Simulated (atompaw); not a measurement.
# What one change does to a pseudopotential (Bi (Z = 83), PAW (atompaw))

| Item | Value |
| --- | --- |
| Element | Bi |
| Generator | atompaw 4.2.0.5 |
| Type | PAW |
| Functional | PBE |
| Relativity | scalar-relativistic |
| Frozen core | [Xe] 4f14 |
| Valence charge | 15 |
| Reference configuration | 5d10 6s1 6p4 |
| Partial waves | 6s (bound): rc 2.30 bohr; 6s channel at -0.4 Ry: rc 1.70 bohr; 6p (bound): rc 2.30 bohr; 6p channel at 3.05 Ry: rc 2.30 bohr; 5d (bound): rc 2.30 bohr; 5d channel at -1.6 Ry: rc 1.55 bohr |
| Local potential | bessel scheme, radius 2.05 bohr |
| Core correction | smooth core density matched at 1.45 bohr |
| Augmentation charge | besselshape compensation charge, radius 1.70 bohr; PAW radius 2.30 bohr; waves and projectors: custom polynom2 7 10 vanderbiltortho |

Change: all radii scaled by about 1.16 (s 2.66, p 2.66, d 2.66 bohr); local potential bessel scheme, radius 2.36 bohr; augmentation besselshape compensation charge, radius 1.96 bohr; PAW radius 2.66 bohr; waves and projectors: custom polynom2 7 10 vanderbiltortho; core correction smooth core density matched at 1.68 bohr.

Cutoffs: the cutoffs (Ry, on a coarse ladder) from which the occupation-weighted sum of valence levels, in a spherical-Bessel basis at the reference potential, stays within 10 and 1 mRy of its value at 400 Ry; they do not see the model core or the augmentation charge, which bear on the density cutoff.

What does the change do?

The potential gets harder (25 Ry and 70 Ry → 30 Ry and 70 Ry); both files keep a bound ghost (s).

```csv
quantity,base,changed
"cutoff, loose",25 Ry,30 Ry
"cutoff, tight",70 Ry,70 Ry
loose cutoff by channel (10 mRy a level),"s 6 Ry, p 6 Ry, d 12 Ry","s 8 Ry, p 8 Ry, d 8 Ry"
bound ghosts,s,s
lowest overlap eigenvalue by channel,"s 0.01, p 0.31, d 0.17","s 0.25, p 0.82, d 0.38"
```

 A true bound ghost makes a file unfit for plane-wave use even where its test errors are small: the radial tests pick states by their node count and pass the ghost by. The cutoffs see the waves, projectors and local potential, not the compensation charge or the core.
